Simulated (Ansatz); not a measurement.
Reaction (cleavage of the Si–Si bond): `F[SiH](Cl)[SiH2]Cl` + `BNC=C` → `BN(C=C)[SiH2]Cl` + `F[SiH2]Cl`

Program: Ansatz. Geometries: PBE0-D4/def2-TZVP. ΔE: electronic, gas phase. CCSD(T)/CBS adds triple-zeta CCSD(T) − MP2 to the extrapolated MP2 energy (def2 sets, frozen cores). This one scheme is used for every species. DFT in def2-TZVPP. B3LYP here is the variant with VWN-RPA as its local correlation; programs differ in this. One conformer a species, not always the lowest.

CCSD(T)/CBS gives -54.6 kJ/mol.

Another level gave -44.1 kJ/mol. Which?
A. ωB97M-V/def2-TZVPP
B. B2PLYP/def2-TZVPP
C. PBE-D4/def2-TZVPP
D. B3LYP-D4/def2-TZVPP

D. B3LYP-D4 -44.1, PBE-D4 -26.8, ωB97M-V -54.0, B2PLYP -48.7 kJ/mol.

Largest T1 diagnostic among the species: 0.013.

From PBE to PBE0 (25 % exact exchange), in def2-TZVPP and without D4, ΔE moves by −8.6 kJ/mol. The D4 term adds −7.8 kJ/mol with B3LYP and −4.2 kJ/mol with PBE0; it sums over pairs of atoms, weighted by their polarisabilities, and B3LYP, whose exchange is more repulsive, gets the larger term.

CCSD(T)/CBS has its own doubt, a few kJ/mol and more with outer-core shells, so smaller differences from it don't rank the levels.
